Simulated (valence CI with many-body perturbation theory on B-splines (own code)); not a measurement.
# Which ion has this spectrum?

A relativistic CI+MBPT calculation for an atom or ion with 21 electrons gives these levels (cm⁻¹):

```
   J  Parity        E     g
 3/2    even        0  0.73
 5/2    even   739579  1.05
 3/2    even   793569  1.16
 9/2    even   824001  1.02
 7/2    even   828374  1.03
 1/2    even   841050  1.78
 5/2    even  1052384  1.22
 7/2    even  1553602  1.12
 9/2    even  1594719  1.13
 3/2    even  1642132  1.10
 1/2    even  1668088  1.53
11/2    even  1676079  1.08
 5/2    even  1678129  1.30
 7/2    even  1760034  1.08
```

The energies are calculated, and their last digits are not significant.

(1) Which is it?
A. Au58+
B. Pb61+
C. Os55+
D. Pt57+

## Answers

(1) A. Au58+, ground level (3d3/2^3) J=3/2.
